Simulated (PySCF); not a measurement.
Predicted microwave data (PBE0/pcSseg-1 in PySCF (dipole) on a GFN2-xTB geometry, gas phase) for one isomer of C4H14O2Si3:

```
Rotational constants : A = 1999, B = 369.7, C = 335.4 MHz
Dipole components    : |μa| = 0.97 D, |μb| = 1.02 D, |μc| = 0.63 D
Inertial defect      : -113.34 u·Å²
κ                    : -0.96
```

Question: Which structure is it? (One computed conformer of each.)
A. `[O:1]=[C:2]([OH:3])[CH2:4][CH2:5][C:6]([SiH3:7])([SiH3:8])[SiH3:9]` with O1–C2–O3–H 1°, O1–C2–C4–C5 -88°, C2–C4–C5–C6 179°
B. `[SiH3:1][CH2:2][O:3][C:4]1([O:5][SiH3:6])[CH2:7][SiH2:8][CH2:9]1` with Si1–C2–O3–C4 163°, C2–O3–C4–O5 -61°, O3–C4–O5–Si6 -54°, O3–C4–C7–Si8 -103°, C4–C7–Si8–C9 -12°, C7–Si8–C9–C4 12°, O3–C4–C9–Si8 97°
C. `[CH3:1][CH:2]([CH3:3])[Si@@H:4]([SiH3:5])[O:6][C:7](=[O:8])[SiH3:9]` with C1–C2–Si4–Si5 65°, C2–Si4–O6–C7 -137°, Si4–O6–C7–O8 1°
D. `[O:1]=[C:2]([OH:3])[C@@H:4]([SiH3:5])[CH2:6][SiH2:7][CH2:8][SiH3:9]` with O1–C2–O3–H 0°, O1–C2–C4–Si5 -98°, C2–C4–C6–Si7 70°, C4–C6–Si7–C8 -173°, C6–Si7–C8–Si9 180°
E. `[OH:1][Si@@H:2]([O:3][SiH3:4])[C@H:5]([SiH3:6])[CH:7]1[CH2:8][CH2:9]1` with H–O1–Si2–O3 45°, O1–Si2–O3–Si4 166°, O1–Si2–C5–Si6 -173°, Si2–C5–C7–C8 167°

Answer: D. It is O=C(O)[C@@H]([SiH3])C[SiH2]C[SiH3], a near-prolate asymmetric top, point group C1. The candidates at the same level (rigid rotor, commonest isotopes):

```json
{"SMILES": "[SiH3]COC1(O[SiH3])C[SiH2]C1", "A (MHz)": "1147", "B (MHz)": "714.7", "C (MHz)": "501.1", "μa (D)": "0.28", "μb (D)": "0.22", "μc (D)": "0.40", "Δ (u·Å²)": "-139.08", "point group": "C1", "rotor": "asymmetric top"}
{"SMILES": "O=C(O)CCC([SiH3])([SiH3])[SiH3]", "A (MHz)": "1328", "B (MHz)": "520.0", "C (MHz)": "499.0", "μa (D)": "0.24", "μb (D)": "1.48", "μc (D)": "0.04", "Δ (u·Å²)": "-339.79", "point group": "C1", "rotor": "near-prolate asymmetric top"}
{"SMILES": "CC(C)[Si@@H]([SiH3])OC(=O)[SiH3]", "A (MHz)": "1278", "B (MHz)": "634.4", "C (MHz)": "445.6", "μa (D)": "0.23", "μb (D)": "2.31", "μc (D)": "0.13", "Δ (u·Å²)": "-58.01", "point group": "C1", "rotor": "asymmetric top"}
{"SMILES": "O[Si@@H](O[SiH3])[C@H]([SiH3])C1CC1", "A (MHz)": "1579", "B (MHz)": "600.4", "C (MHz)": "466.4", "μa (D)": "0.71", "μb (D)": "0.51", "μc (D)": "0.02", "Δ (u·Å²)": "-78.17", "point group": "C1", "rotor": "asymmetric top"}
{"SMILES": "O=C(O)[C@@H]([SiH3])C[SiH2]C[SiH3]", "A (MHz)": "1999", "B (MHz)": "369.7", "C (MHz)": "335.4", "μa (D)": "0.97", "μb (D)": "1.02", "μc (D)": "0.63", "Δ (u·Å²)": "-113.34", "point group": "C1", "rotor": "near-prolate asymmetric top"}
```

`[SiH3]COC1(O[SiH3])C[SiH2]C1` has B 93 % too high; `O[Si@@H](O[SiH3])[C@H]([SiH3])C1CC1` has B 62 % too high; `O=C(O)CCC([SiH3])([SiH3])[SiH3]` has C 49 % too high; `CC(C)[Si@@H]([SiH3])OC(=O)[SiH3]` has B 72 % too high. No structure here is proved a minimum.
